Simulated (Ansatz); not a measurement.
Basis-set series for AlClGa2H5N, SMILES `[AlH2][NH][Ga]([Cl])[GaH2]`. Charge 0, multiplicity 1. The geometry is a stationary point of PBE0-D4/def2-TZVP. It is one conformer, not always the lowest.

```
functional       basis  functions  energy (Eh)  HOMO (eV)  LUMO (eV)
   PBE0-D4    def2-SVP        139  -4608.61698      -7.16      -1.38
   PBE0-D4  def2-TZVPP        281  -4609.42182      -7.22      -1.49
   ωB97M-V    def2-SVP        139  -4609.17369      -9.14       0.34
   ωB97M-V  def2-TZVPP        281  -4609.97631      -9.23       0.13
```

Q: Give the rows for def2-QZVPP. (Estimate.)

A: Computed: 
```tsv
functional	basis	functions	energy (Eh)	HOMO (eV)	LUMO (eV)
PBE0-D4	def2-QZVPP	525	-4609.53334	-7.24	-1.54
ωB97M-V	def2-QZVPP	525	-4610.08436	-9.26	-0.06
```

Positive LUMOs are unbound and depend on the basis. Scalar relativity is left out up to krypton.
